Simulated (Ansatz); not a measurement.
Ansatz (a program for electronic structure) input (B3LYP-D3(BJ)/def2-TZVP):

Ansatz 0.2 input:
```yaml
crystal:
  periodic: [false, false, false]
  atoms:
    - {symbol: Si, position_ang: [-0.00000000, -0.00000000, -1.95292654]}
    - {symbol: I, position_ang: [0.00000000, 0.00000000, 0.51586739]}
basis:
  gaussian:
    orbitals: def2-TZVP
hamiltonian:
  xc: b3lyp
  dispersion: d3bj
magnetization: {spin_polarized: true, initial_magnetization: 1}
phonons: {temperatures: {t_min: 298.15, t_max: 298.15, t_step: 100}}
```

Output:

```
Functional definition: B3LYP
integrals: 0.02 GiB planned
672 factors; their error is unknown
mean field: 0.31 GiB planned
mean field evaluation 1: about -15980.5124 eV, gradient 4.6e0 eV
mean field evaluation 2: about -15980.5695 eV, gradient 4.9e0 eV
mean field evaluation 4: about -15980.6770 eV, gradient 7.8e-1 eV
mean field evaluation 8: about -15980.9301 eV, gradient 9.6e-2 eV
mean field evaluation 16: about -15980.9302 eV, gradient 3.6e-5 eV
mean field -15980.93020244 eV, -587.2883526763 hartree, gradient 3.6e-5 eV, S^2 0.755234; 1 other end points of the search recorded, 0 dependent functions left out
the calculation of the forces begins
reference -15980.93037539 eV, -587.2883590320 hartree; 20, 19 occupied and 67, 68 virtual orbitals, 672 factors
these checks for a lower state are left out or cut short: stability, starts, cluster_reference, orbital_swaps, neighbouring_geometries, increment
integrals: 0.02 GiB planned
672 factors; their error is unknown
mean field: 0.31 GiB planned
mean field evaluation 32: about -15980.9302 eV, gradient 8.0e-4 eV
mean field -15980.93020245 eV, -587.2883526765 hartree, gradient 2.8e-6 eV, S^2 0.755234; 0 other end points of the search recorded, 0 dependent functions left out
the calculation of the forces begins
reference -15980.93037540 eV, -587.2883590323 hartree; 20, 19 occupied and 67, 68 virtual orbitals, 672 factors
these checks for a lower state are left out or cut short: stability, starts, cluster_reference, orbital_swaps, neighbouring_geometries, increment
integrals: 0.02 GiB planned
672 factors; their error is unknown
mean field: 0.31 GiB planned
mean field -15980.93020245 eV, -587.2883526765 hartree, gradient 2.8e-6 eV, S^2 0.755234; 0 other end points of the search recorded, 0 dependent functions left out
the calculation of the forces begins
reference -15980.93037540 eV, -587.2883590323 hartree; 20, 19 occupied and 67, 68 virtual orbitals, 672 factors
these checks for a lower state are left out or cut short: stability, starts, cluster_reference, orbital_swaps, neighbouring_geometries, increment
integrals: 0.02 GiB planned
672 factors; their error is unknown
mean field: 0.31 GiB planned
mean field -15980.93020245 eV, -587.2883526765 hartree, gradient 2.9e-6 eV, S^2 0.755234; 0 other end points of the search recorded, 0 dependent functions left out
the calculation of the forces begins
reference -15980.93037540 eV, -587.2883590323 hartree; 20, 19 occupied and 67, 68 virtual orbitals, 672 factors
these checks for a lower state are left out or cut short: stability, starts, cluster_reference, orbital_swaps, neighbouring_geometries, increment
integrals: 0.02 GiB planned
672 factors; their error is unknown
mean field: 0.31 GiB planned
mean field -15980.93020245 eV, -587.2883526765 hartree, gradient 2.9e-6 eV, S^2 0.755234; 0 other end points of the search recorded, 0 dependent functions left out
the calculation of the forces begins
reference -15980.93037540 eV, -587.2883590323 hartree; 20, 19 occupied and 67, 68 virtual orbitals, 672 factors
these checks for a lower state are left out or cut short: stability, starts, cluster_reference, orbital_swaps, neighbouring_geometries, increment
integrals: 0.02 GiB planned
672 factors; their error is unknown
mean field: 0.31 GiB planned
mean field evaluation 64: about -15980.9302 eV, gradient 8.0e-4 eV
mean field -15980.93015630 eV, -587.2883509804 hartree, gradient 2.7e-6 eV, S^2 0.755233; 0 other end points of the search recorded, 0 dependent functions left out
the calculation of the forces begins
reference -15980.93032920 eV, -587.2883573343 hartree; 20, 19 occupied and 67, 68 virtual orbitals, 672 factors
these checks for a lower state are left out or cut short: stability, starts, cluster_reference, orbital_swaps, neighbouring_geometries, increment
integrals: 0.02 GiB planned
672 factors; their error is unknown
mean field: 0.31 GiB planned
mean field -15980.93018609 eV, -587.2883520752 hartree, gradient 2.8e-6 eV, S^2 0.755234; 0 other end points of the search recorded, 0 dependent functions left out
the calculation of the forces begins
reference -15980.93035909 eV, -587.2883584328 hartree; 20, 19 occupied and 67, 68 virtual orbitals, 672 factors
these checks for a lower state are left out or cut short: stability, starts, cluster_reference, orbital_swaps, neighbouring_geometries, increment
integrals: 0.02 GiB planned
672 factors; their error is unknown
mean field: 0.31 GiB planned
mean field -15980.93020245 eV, -587.2883526765 hartree, gradient 2.8e-6 eV, S^2 0.755234; 0 other end points of the search recorded, 0 dependent functions left out
the calculation of the forces begins
reference -15980.93037540 eV, -587.2883590323 hartree; 20, 19 occupied and 67, 68 virtual orbitals, 672 factors
these checks for a lower state are left out or cut short: stability, starts, cluster_reference, orbital_swaps, neighbouring_geometries, increment
integrals: 0.02 GiB planned
672 factors; their error is unknown
mean field: 0.31 GiB planned
mean field -15980.93020245 eV, -587.2883526765 hartree, gradient 2.8e-6 eV, S^2 0.755234; 0 other end points of the search recorded, 0 dependent functions left out
the calculation of the forces begins
reference -15980.93037540 eV, -587.2883590323 hartree; 20, 19 occupied and 67, 68 virtual orbitals, 672 factors
these checks for a lower state are left out or cut short: stability, starts, cluster_reference, orbital_swaps, neighbouring_geometries, increment
integrals: 0.02 GiB planned
672 factors; their error is unknown
mean field: 0.31 GiB planned
mean field evaluation 96: about -15980.9302 eV, gradient 8.0e-4 eV
mean field -15980.93020245 eV, -587.2883526765 hartree, gradient 2.9e-6 eV, S^2 0.755234; 0 other end points of the search recorded, 0 dependent functions left out
the calculation of the forces begins
reference -15980.93037540 eV, -587.2883590323 hartree; 20, 19 occupied and 67, 68 virtual orbitals, 672 factors
these checks for a lower state are left out or cut short: stability, starts, cluster_reference, orbital_swaps, neighbouring_geometries, increment
integrals: 0.02 GiB planned
672 factors; their error is unknown
mean field: 0.31 GiB planned
mean field -15980.93020245 eV, -587.2883526765 hartree, gradient 2.9e-6 eV, S^2 0.755234; 0 other end points of the search recorded, 0 dependent functions left out
the calculation of the forces begins
reference -15980.93037540 eV, -587.2883590323 hartree; 20, 19 occupied and 67, 68 virtual orbitals, 672 factors
these checks for a lower state are left out or cut short: stability, starts, cluster_reference, orbital_swaps, neighbouring_geometries, increment
integrals: 0.02 GiB planned
672 factors; their error is unknown
mean field: 0.31 GiB planned
mean field -15980.93018609 eV, -587.2883520752 hartree, gradient 2.8e-6 eV, S^2 0.755234; 0 other end points of the search recorded, 0 dependent functions left out
the calculation of the forces begins
reference -15980.93035909 eV, -587.2883584328 hartree; 20, 19 occupied and 67, 68 virtual orbitals, 672 factors
these checks for a lower state are left out or cut short: stability, starts, cluster_reference, orbital_swaps, neighbouring_geometries, increment
integrals: 0.02 GiB planned
672 factors; their error is unknown
mean field: 0.31 GiB planned
mean field -15980.93015630 eV, -587.2883509804 hartree, gradient 2.7e-6 eV, S^2 0.755233; 0 other end points of the search recorded, 0 dependent functions left out
the calculation of the forces begins
reference -15980.93032920 eV, -587.2883573343 hartree; 20, 19 occupied and 67, 68 virtual orbitals, 672 factors
Total energy: -15981.03893443 eV, -587.2923485032 hartree
Atom 0 at    -0.000000    -0.000000    -1.952927 Å, force    -0.000000     0.000000    -0.000063 eV/Å
Atom 1 at     0.000000     0.000000     0.515867 Å, force     0.000000    -0.000000     0.000063 eV/Å
Dipole moment:     0.000000     0.000000    -0.156684 e Å
Vibrations: 344.13 cm⁻¹, zero-point energy 0.021333 eV
```
